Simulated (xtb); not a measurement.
CH₄ClGeNSi, SMILES Cl[Si@H]1N=[CH][GeH2]1. All values are semi-empirical tight-binding results from xtb (GFN2-xTB unless named), good for trends rather than for accurate numbers. Geometry: GFN2-xTB. The structure was generated by enumeration; whether it is a known compound was not checked.

For metal compounds this method's bond lengths and energies can be far off.

Task: Estimate the properties. (The exact figures need the calculation; the answer reports its results.)

Result: 
The orbital gap is 2.21 eV. The zero-point energy is 26.7 kcal/mol and the G − E(el) at 298.15 K (modified RRHO) is 6.1 kcal/mol.
